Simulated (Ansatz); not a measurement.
Frontier orbitals of `C[Si]1([SiH3])CC1`.

Z-matrix (Å, degrees):
```
C
Si 1 1.869
H 1 1.092 2 111.2
H 1 1.092 2 111.2 3 120.6
H 1 1.092 2 109.7 3 -119.7
Si 2 2.319 1 118.9 3 -60.5
C 2 1.857 1 118.4 3 147.6
C 2 1.857 1 118.4 3 91.4
H 6 1.489 2 111.9 1 60.5
H 6 1.489 2 111.8 1 -60.4
H 6 1.488 2 108.2 1 -180.0
H 7 1.085 2 120.0 1 148.1
H 7 1.086 2 118.4 1 3.5
H 8 1.085 2 120.0 1 -148.1
H 8 1.086 2 118.4 1 -3.5
```

The species carries charge 0 and has multiplicity 1. The structure was optimised at the PBE0-D4/def2-TZVP level. Basis def2-TZVPP, Ansatz 0.2.0.

```
functional  HOMO (eV)  LUMO (eV)
 CAM-B3LYP      -7.93       1.16
```

Q: Give HOMO and LUMO (eV) with LDA (SPW92), PBE, revPBE, BLYP, r2SCAN, B97M-V, PBE0, B3LYP, r2SCANh, r2SCAN0, HSE06 (plane-wave form), BHLYP, LC-ωPBE, ωB97X-V, ωB97M-V, HF. (Estimate.)

A: The calculation gave: 
| functional | HOMO | LUMO |
| --- | --- | --- |
| LDA (SPW92) | -5.66 | -0.83 |
| PBE | -5.55 | -0.68 |
| revPBE | -5.50 | -0.61 |
| BLYP | -5.40 | -0.54 |
| r2SCAN | -5.74 | -0.46 |
| B97M-V | -5.80 | -0.62 |
| PBE0 | -6.64 | 0.13 |
| B3LYP | -6.44 | -0.05 |
| r2SCANh | -6.15 | -0.18 |
| r2SCAN0 | -6.77 | 0.25 |
| HSE06 (plane-wave form) | -6.25 | -0.25 |
| BHLYP | -7.63 | 1.01 |
| LC-ωPBE | -9.26 | 2.23 |
| ωB97X-V | -8.92 | 2.11 |
| ωB97M-V | -8.79 | 1.85 |
| HF | -9.16 | 3.17 |

B3LYP here is the variant with VWN-RPA as its local correlation; programs differ in this. LC-ωPBE has ω = 0.4 bohr⁻¹. Positive LUMOs are unbound and depend on the basis.
